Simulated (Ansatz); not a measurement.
Geometry optimisation, Ansatz 0.2.0, DFT PBE-D3(BJ), scalar-relativistic, plane waves, PAW.

Input:

```yaml
crystal:
  lattice:
    - [7.398, 0.0, 0.0]
    - [-3.699, 6.406856, 0.0]
    - [0.0, 0.0, 13.0]
  atoms:
    - { symbol: C, position: [0.0, 0.0, 0.07692308] }
    - { symbol: C, position: [0.22222222, 0.11111111, 0.07692308] }
    - { symbol: C, position: [0.0, 0.33333333, 0.07692308] }
    - { symbol: C, position: [0.22222222, 0.44444444, 0.07692308] }
    - { symbol: C, position: [0.0, 0.66666666, 0.07692308] }
    - { symbol: C, position: [0.22222222, 0.77777777, 0.07692308] }
    - { symbol: C, position: [0.33333333, 0.0, 0.07692308] }
    - { symbol: C, position: [0.55555556, 0.11111111, 0.07692308] }
    - { symbol: C, position: [0.33333333, 0.33333333, 0.07692308] }
    - { symbol: C, position: [0.55555555, 0.44444444, 0.07692308] }
    - { symbol: C, position: [0.33333333, 0.66666666, 0.07692308] }
    - { symbol: C, position: [0.55555555, 0.77777777, 0.07692308] }
    - { symbol: C, position: [0.66666667, 0.0, 0.07692308] }
    - { symbol: C, position: [0.88888889, 0.11111111, 0.07692308] }
    - { symbol: C, position: [0.66666667, 0.33333333, 0.07692308] }
    - { symbol: C, position: [0.88888889, 0.44444444, 0.07692308] }
    - { symbol: C, position: [0.66666666, 0.66666666, 0.07692308] }
    - { symbol: C, position: [0.88888889, 0.77777777, 0.07692308] }
    - { symbol: Al, position: [0.85185185, 1.14814814, 0.22846154], spin: 1.0 }
magnetization:
  spin_polarized: true
basis:
  ecutwfc: 420.0
kpoints:
  mp_grid: { grid: [2, 2, 1] }
hamiltonian:
  xc: pbe
  dispersion: d3bj
scf:
  occupations: { method: gaussian, width: 0.02 }
  lower_state_search: "off"
relax:
  f_tol: 0.03
  max_steps: 60
  adjacent_minimum: "off"
```

Command:

```bash
$ ansatz run input.yaml --threads 2 --pin off --max-ram 5120MiB --backend cpu --events-out ev --progress --plain --runs-dir out
```

Q: Where does it end, and by what steps?

A: The forces met the threshold. The force dipped under the threshold on the way, but the program's further checks kept it going. Limits of this set-up: slab without dipole correction. After 9 steps the energy has fallen by 0.384 eV; Al19 moved furthest, 0.92 Å. Parted: C14–Al19 (2.03 → 2.61 Å).

```json
{"step": "0", "energy less start (eV)": "0.0000", "largest force component (eV/Å)": "2.184", "accepted": "yes"}
{"step": "1", "energy less start (eV)": "-0.1624", "largest force component (eV/Å)": "1.225", "accepted": "yes"}
{"step": "2", "energy less start (eV)": "-0.2926", "largest force component (eV/Å)": "0.401", "accepted": "yes"}
{"step": "3", "energy less start (eV)": "-0.3009", "largest force component (eV/Å)": "0.403", "accepted": "yes"}
{"step": "4", "energy less start (eV)": "-0.3428", "largest force component (eV/Å)": "0.374", "accepted": "yes"}
{"step": "5", "energy less start (eV)": "-0.3528", "largest force component (eV/Å)": "0.721", "accepted": "yes"}
{"step": "6", "energy less start (eV)": "-0.3795", "largest force component (eV/Å)": "0.103", "accepted": "yes"}
{"step": "7", "energy less start (eV)": "-0.3839", "largest force component (eV/Å)": "0.014", "accepted": "yes"}
{"step": "8", "energy less start (eV)": "-0.3842", "largest force component (eV/Å)": "0.038", "accepted": "yes"}
{"step": "9", "energy less start (eV)": "-0.3843", "largest force component (eV/Å)": "0.002", "accepted": "yes"}
```

```xyz
19
Lattice="7.3980 0.0000 0.0000 -3.6990 6.4069 0.0000 0.0000 0.0000 13.0000" Properties=species:S:1:pos:R:3
C 0.049 -0.028 0.990
C 1.276 0.687 0.989
C -1.182 2.115 0.987
C 0.049 2.826 0.990
C -2.423 4.253 0.990
C -1.190 4.958 0.989
C 2.503 -0.028 0.990
C 3.734 0.683 0.987
C 1.276 2.111 0.989
C 2.503 2.826 0.990
C 0.043 4.246 0.989
C 1.276 4.951 0.990
C 4.975 -0.034 0.987
C 6.216 0.682 0.987
C 3.734 2.115 0.987
C 4.975 2.831 0.987
C 2.509 4.246 0.989
C 3.742 4.958 0.989
Al 1.278 7.805 3.170
```

Run time: 95 s on 2 threads of Arm Neoverse V1, with other jobs on the host, peak memory 0.96 GiB.
